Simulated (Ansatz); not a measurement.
Cost and result for the atomization energy of `NC(=O)[SiH](F)Cl` (9 atoms, 8 bonds).

| atom | x (Å) | y (Å) | z (Å) |
| --- | --- | --- | --- |
| N1 | -0.8723 | -0.6798 | 1.1295 |
| C2 | -0.1934 | -0.7688 | -0.0325 |
| O3 | -0.0238 | -1.8054 | -0.6475 |
| Si4 | 0.5600 | 0.8060 | -0.7904 |
| F5 | -0.0123 | 2.0847 | -0.0214 |
| Cl6 | 2.5756 | 0.7610 | -0.5441 |
| H7 | -1.0016 | 0.2024 | 1.5927 |
| H8 | -1.2692 | -1.5133 | 1.5359 |
| H9 | 0.2369 | 0.9133 | -2.2223 |

The species carries charge 0 and has multiplicity 1. The structure was optimised at the PBE0-D4/def2-TZVP level. It is one conformer, not always the lowest. Program: Ansatz. All runs use 4 threads of an Arm Neoverse V2 on a shared host. Times are those of one run each, without the atoms' runs, and a repeat can differ threefold. Electronic energies, without spin–orbit coupling; frozen cores. CCSD(T)/CBS adds CCSD(T) − MP2 in def2-TZVPP to the MP2 limit, and its time is that of the two runs behind it. T1 = 0.014. B3LYP takes the VWN-RPA correlation (the form of Gaussian; ORCA's B3LYP/G).

CCSD(T)/CBS is a level of theory with its own doubt, some kJ/mol a heavy atom from the limit and from the frozen cores, so smaller differences don't rank the functionals.

```
                             level  functions  wall time
   PBE-D4/def2-TZVPP (with forces)        250      2.3 s
                PBE0-D4/def2-TZVPP        250      2.9 s
r2SCAN-D4/def2-TZVPP (with forces)        250      4.4 s
 B3LYP-D4/def2-TZVPP (with forces)        250      4.6 s
                 B2PLYP/def2-TZVPP        250      5.5 s
                ωB97X-V/def2-TZVPP        250      7.5 s
  ωB97M-V/def2-TZVPP (with forces)        250       11 s
                    MP2/def2-QZVPP        458       20 s
                CCSD(T)/def2-TZVPP        250    3.3 min
                 CCSD(T)/CBS(def2)          –    3.7 min
```

Task: What atomization energy does each give, and how far from CCSD(T)/CBS? (Estimate.)

Result: The calculation gave: 
```
                             level  atomization (kcal/mol)  difference from CCSD(T)/CBS  per bond
   PBE-D4/def2-TZVPP (with forces)                   879.5                         28.8       3.6
                PBE0-D4/def2-TZVPP                   851.2                          0.5       0.1
r2SCAN-D4/def2-TZVPP (with forces)                   854.6                          3.9       0.5
 B3LYP-D4/def2-TZVPP (with forces)                   849.1                         -1.6      -0.2
                 B2PLYP/def2-TZVPP                   841.2                         -9.5      -1.2
                ωB97X-V/def2-TZVPP                   855.4                          4.7       0.6
  ωB97M-V/def2-TZVPP (with forces)                   855.4                          4.7       0.6
                    MP2/def2-QZVPP                   869.4                         18.7       2.3
                CCSD(T)/def2-TZVPP                   820.9                        -29.8      -3.7
                 CCSD(T)/CBS(def2)                   850.7                          0.0       0.0
```

From PBE to PBE0 (25 % exact exchange), in def2-TZVPP and without D4, the atomization energy moves by −27.5 kcal/mol: exact exchange takes away binding that semilocal exchange gives to molecules. The D4 term adds +8.6 kcal/mol with B3LYP and +4.5 kcal/mol with PBE0; it sums over pairs of atoms, weighted by their polarisabilities, and B3LYP, whose exchange is more repulsive, gets the larger term. In def2-TZVPP, CCSD(T) changes the Hartree–Fock value by +238.8 kcal/mol (the triples alone add +18.1 kcal/mol) and MP2 by +269.4 kcal/mol; breaking electron pairs costs correlation energy, which Hartree–Fock lacks.
